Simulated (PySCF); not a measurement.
Atomic charges against the basis set

Compound: CH₈BNO.
Cartesian coordinates in Å at the PBE0-D3(BJ)/def2-SVP level; atoms count from 1:
```xyz
12
CH8BNO angstrom
C      1.4919   -0.3552   -0.1621
O      0.5576   -0.8542   -1.0546
B     -0.6657   -1.3739   -0.5470
N     -1.7000   -0.0505   -0.3764
H      2.4422   -0.1626   -0.6880
H      1.6975   -1.0560    0.6708
H      1.1868    0.6106    0.3023
H     -1.2632   -2.0623   -1.3679
H     -0.6250   -1.8504    0.5909
H     -2.6461   -0.3547   -0.1462
H     -1.7270    0.4544   -1.2635
H     -1.3879    0.5988    0.3467
```

PBE0 throughout (PySCF), one geometry, spherical d and f functions. Geometry: PBE0-D3(BJ)/def2-SVP, one conformer, isolated molecule. Atoms taken as equivalent share a column and are averaged.

Mulliken charges (e):

| basis | functions | C1 | O2 | B3 | N4 | H5/H6/H7 | H8/H9 | H10/H11/H12 |
| --- | --- | --- | --- | --- | --- | --- | --- | --- |
| pcSseg-0 | 52 | -0.286 | -0.706 | +0.282 | -0.812 | +0.190 | -0.058 | +0.355 |
| 6-31G* | 72 | -0.248 | -0.478 | +0.251 | -0.881 | +0.137 | -0.107 | +0.386 |
| cc-pVDZ | 96 | +0.083 | -0.279 | -0.005 | +0.032 | +0.013 | -0.132 | +0.131 |
| def2-SVP | 96 | +0.153 | -0.349 | -0.001 | -0.050 | +0.009 | -0.124 | +0.156 |
| 6-311+G(2d,p) | 156 | -0.294 | -0.433 | +0.178 | -0.659 | +0.120 | -0.044 | +0.312 |
| aug-cc-pVDZ | 164 | +0.896 | -0.652 | -0.771 | -0.033 | -0.218 | +0.498 | +0.073 |
| def2-TZVP | 172 | -0.175 | -0.336 | -0.096 | -0.436 | +0.097 | -0.044 | +0.280 |
| IGLO-III | 220 | -0.210 | -0.454 | +0.260 | -0.556 | +0.100 | -0.111 | +0.294 |
| cc-pVTZ | 232 | -0.091 | -0.299 | -0.092 | -0.033 | +0.061 | -0.070 | +0.157 |

IAO charges (e):

```
        basis  functions      C1      O2      B3      N4  H5/H6/H7   H8/H9  H10/H11/H12
     pcSseg-0         52  -0.204  -0.430  -0.032  -0.442    +0.116  -0.055       +0.290
       6-31G*         72  -0.178  -0.455  +0.007  -0.456    +0.110  -0.059       +0.291
      cc-pVDZ         96  -0.178  -0.450  -0.014  -0.446    +0.110  -0.055       +0.290
     def2-SVP         96  -0.169  -0.449  -0.010  -0.437    +0.107  -0.059       +0.288
6-311+G(2d,p)        156  -0.189  -0.471  -0.009  -0.469    +0.117  -0.052       +0.297
  aug-cc-pVDZ        164  -0.187  -0.468  -0.013  -0.465    +0.116  -0.051       +0.296
    def2-TZVP        172  -0.186  -0.470  -0.005  -0.470    +0.115  -0.053       +0.297
     IGLO-III        220  -0.189  -0.471  -0.006  -0.471    +0.117  -0.053       +0.298
      cc-pVTZ        232  -0.188  -0.467  -0.006  -0.470    +0.115  -0.054       +0.297
```

Hirshfeld charges (e):

```tsv
basis	functions	C1	O2	B3	N4	H5/H6/H7	H8/H9	H10/H11/H12
pcSseg-0	52	-0.033	-0.224	+0.008	-0.062	+0.024	-0.121	+0.161
6-31G*	72	-0.032	-0.229	+0.011	-0.065	+0.022	-0.114	+0.159
cc-pVDZ	96	-0.045	-0.208	+0.012	-0.082	+0.023	-0.116	+0.162
def2-SVP	96	-0.045	-0.216	+0.010	-0.082	+0.025	-0.116	+0.164
6-311+G(2d,p)	156	-0.050	-0.234	+0.033	-0.103	+0.027	-0.106	+0.161
aug-cc-pVDZ	164	-0.057	-0.226	+0.030	-0.110	+0.028	-0.104	+0.162
def2-TZVP	172	-0.053	-0.227	+0.027	-0.103	+0.027	-0.107	+0.163
IGLO-III	220	-0.057	-0.228	+0.029	-0.111	+0.028	-0.105	+0.163
cc-pVTZ	232	-0.054	-0.221	+0.025	-0.104	+0.027	-0.109	+0.164
```

ESP-fitted charges (e):

```csv
basis,functions,C1,O2,B3,N4,H5/H6/H7,H8/H9,H10/H11/H12
pcSseg-0,52,+0.086,-0.565,+0.482,-0.600,+0.034,-0.238,+0.323
6-31G*,72,+0.001,-0.442,+0.393,-0.517,+0.038,-0.215,+0.293
cc-pVDZ,96,+0.065,-0.433,+0.363,-0.472,+0.019,-0.211,+0.280
def2-SVP,96,+0.102,-0.466,+0.373,-0.466,+0.014,-0.214,+0.280
"6-311+G(2d,p)",156,-0.018,-0.468,+0.513,-0.654,+0.044,-0.231,+0.319
aug-cc-pVDZ,164,-0.001,-0.469,+0.551,-0.635,+0.037,-0.243,+0.310
def2-TZVP,172,-0.007,-0.454,+0.494,-0.624,+0.039,-0.231,+0.312
IGLO-III,220,-0.001,-0.467,+0.526,-0.624,+0.038,-0.237,+0.309
cc-pVTZ,232,+0.001,-0.450,+0.493,-0.607,+0.036,-0.233,+0.307
```

Some averages cover members that differ in this geometry, most widely: H8/H9, Mulliken in aug-cc-pVDZ +0.376 to +0.619; H5/H6/H7, Mulliken in aug-cc-pVDZ -0.294 to -0.170; H5/H6/H7, Mulliken in cc-pVTZ +0.017 to +0.098; H5/H6/H7, Mulliken in IGLO-III +0.054 to +0.131 e.

Task: Which scheme is steadiest as the basis changes?

Result: Largest range over the bases for any column: IAO 0.04 e, Hirshfeld 0.05 e, ESP-fitted 0.19 e, Mulliken 1.19 e. IAO and Hirshfeld charges move least and Mulliken charges most, counted in e.

Task: How much do the charges still move between the two largest bases, IGLO-III and cc-pVTZ?

Result: At most, over all atoms: Mulliken 0.524 e, IAO 0.004 e, Hirshfeld 0.007 e, ESP-fitted 0.033 e.

Task: What do the same runs give for the total energy, the frontier levels and the dipole moment?

Result: 
```json
{"basis": "pcSseg-0", "energy (Eh)": "-197.0829", "HOMO (eV)": "-6.67", "LUMO (eV)": "0.74", "μ (D)": "5.80"}
{"basis": "6-31G*", "energy (Eh)": "-197.5308", "HOMO (eV)": "-6.58", "LUMO (eV)": "1.24", "μ (D)": "5.41"}
{"basis": "cc-pVDZ", "energy (Eh)": "-197.5492", "HOMO (eV)": "-6.68", "LUMO (eV)": "0.67", "μ (D)": "5.34"}
{"basis": "def2-SVP", "energy (Eh)": "-197.3969", "HOMO (eV)": "-6.75", "LUMO (eV)": "0.63", "μ (D)": "5.44"}
{"basis": "6-311+G(2d,p)", "energy (Eh)": "-197.6067", "HOMO (eV)": "-6.98", "LUMO (eV)": "-0.55", "μ (D)": "5.14"}
{"basis": "aug-cc-pVDZ", "energy (Eh)": "-197.5674", "HOMO (eV)": "-6.96", "LUMO (eV)": "-0.76", "μ (D)": "5.07"}
{"basis": "def2-TZVP", "energy (Eh)": "-197.6217", "HOMO (eV)": "-6.94", "LUMO (eV)": "0.06", "μ (D)": "5.17"}
{"basis": "IGLO-III", "energy (Eh)": "-197.6294", "HOMO (eV)": "-6.96", "LUMO (eV)": "-0.22", "μ (D)": "5.12"}
{"basis": "cc-pVTZ", "energy (Eh)": "-197.6179", "HOMO (eV)": "-6.91", "LUMO (eV)": "0.14", "μ (D)": "5.16"}
```

The dipole is fixed by the density alone, so its range of 0.73 D shows that the density itself changes with the basis, not only its division among atoms.
